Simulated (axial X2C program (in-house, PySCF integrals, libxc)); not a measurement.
**LiSc⁺: properties at the nuclei**

Computed with an axial X2C code built on PySCF integrals: two-component X2C with atomic mean-field Coulomb and Gaunt terms, Gaussian nuclei, basis Sc dyall-cv3z, Li dyall-cv3z with contracted cores.

R = 3.090 Å (near the PBE0 minimum at charge 1 of the determinant lowest at the starting distance; the state shown can have its own minimum elsewhere).

Input and command:
```json
{"zs": [21, 3], "q": 1, "bas": ["dyall-cv3z", "dyall-cv3z"], "r0": 2.81, "levels": ["PBE0", "HF", "BP86", "TPSSh", "B3LYP"], "nst": 3}
```
```bash
python soeom.py task.json out
```

Keys: zs atomic numbers; q charge; bas basis sets; r0 starting distance in Å; levels methods; nst determinants followed.

Determinant lowest in the PBE0 search, Ω = 1/2 (⟨Sz⟩ = 0.50, ⟨Lz⟩ = 0.00 at PBE0), spin on the atoms Sc 0.54, Li -0.04:

```tsv
level	Eeff magnitude (GV/cm)	Ws magnitude Sc (kHz)	A∥/gI Sc (MHz)	qzz Sc (a.u.)	A∥/gI Li (MHz)	qzz Li (a.u.)
PBE0	0.0528	0.0406	387	-0.87	-15	-0.02
HF	0.245	0.191	940	-0.90	-74.8	-0.01
BP86	0.0546	0.0409	452	-0.88	-9.49	-0.02
TPSSh	0.0706	0.0554	468	-0.89	-22.3	-0.02
B3LYP	0.0278	0.0203	319	-0.87	-7.04	-0.02
```

Determinant 0.07 eV from it at PBE0 and this distance, Ω = 3/2 (⟨Sz⟩ = 0.50, ⟨Lz⟩ = 1.00 at PBE0), spin on the atoms Sc 0.54, Li -0.04:

| level | Eeff magnitude (GV/cm) | Ws magnitude Sc (kHz) | A∥/gI Sc (MHz) | qzz Sc (a.u.) | A∥/gI Li (MHz) | qzz Li (a.u.) |
| --- | --- | --- | --- | --- | --- | --- |
| PBE0 | 0.0367 | 0.01 | 152 | -0.50 | -5.11 | -0.01 |
| HF | 0.0192 | 0.00432 | 49.9 | -0.44 | 0.714 | -0.01 |
| BP86 | 0.04 | 0.0108 | 184 | -0.57 | -5.36 | -0.01 |
| TPSSh | 0.063 | 0.0171 | 190 | -0.51 | -8.36 | -0.01 |
| B3LYP | 0.00777 | 0.00231 | 115 | -0.52 | -2.3 | -0.01 |

Eeff is the effective electric field on the electron electric dipole moment in this Ω state and Ws the scalar–pseudoscalar constant of the nucleus named (defined with the proton number Z and per Ω); A∥ (defined per Ω) follows by multiplying with gI = μI/(I μN); qzz is the electric field gradient, eQq0 = 234.96 MHz × Q/barn × qzz. The operators were transformed with the bare-nucleus X2C matrices; with these basis sets, hyperfine constants and field gradients can be off by tens of per cent, and where levels differ in sign neither size nor sign is settled.

(1) With Q(45Sc) = -0.22 barn (Q from Pyykkö, Mol. Phys. 2018), turn the PBE0 values of the first state into constants in MHz.

Each state is one determinant with collinear spin. Unrestricted Hartree–Fock can overshoot spin polarisation at the nuclei. In the state Ω = 3/2 the sign of Eeff differs between levels (HF against PBE0). Where Eeff spreads by more than a factor of two the levels disagree and none is to be relied on. At HF a later determinant lies lower. States lie within half an eV, so the first need not be the ground state. The sign of Ws at Sc differs between levels in the second state. Further determinants of the search, some of them spin-mixed, are not shown. Where a field gradient or hyperfine factor spreads by more than a factor of two over the levels, a constant derived from it is not to be relied on. PBE0 term energies can be off by some tenths of an eV.

Results:

(1) eQq0(45Sc) = 234.96 × (-0.22) × (-0.87) = 45 MHz.
